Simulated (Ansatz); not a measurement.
H2SSi (SMILES [SiH]S) moved off its minimum; all values from Ansatz (a first-principles code), cores frozen in correlated methods.
(charge 0, multiplicity 1)
```xyz
4

Si     0.2412    -0.7858     0.7573
H      0.7117    -1.6559    -0.3993
S     -0.1422     0.6160    -0.6274
H     -0.6183     1.5767     0.2686
```

Forces at r2SCAN/def2-TZVPP (eV/Å):

| atom | Fx | Fy | Fz |
|---|---|---|---|
| Si1 | 0.471 | -1.581 | 1.224 |
| H2 | 0.082 | -0.236 | 0.082 |
| S3 | -0.865 | 2.362 | -0.442 |
| H4 | 0.312 | -0.545 | -0.864 |

Question: Give the forces (eV/Å), the total energy and the dipole at CCSD(T)/aug-cc-pV(T+d)Z.

Answer: 
| atom | Fx | Fy | Fz |
|---|---|---|---|
| Si1 | 0.544 | -1.802 | 1.335 |
| H2 | 0.073 | -0.237 | 0.168 |
| S3 | -0.972 | 2.683 | -0.593 |
| H4 | 0.355 | -0.644 | -0.909 |
Energy -687.9775 hartree, dipole 0.74 D.

Doubts at one or more of the structures used: a restricted determinant that unrestricted orbitals would lower (CCSD(T)/aug-cc-pV(T+d)Z).
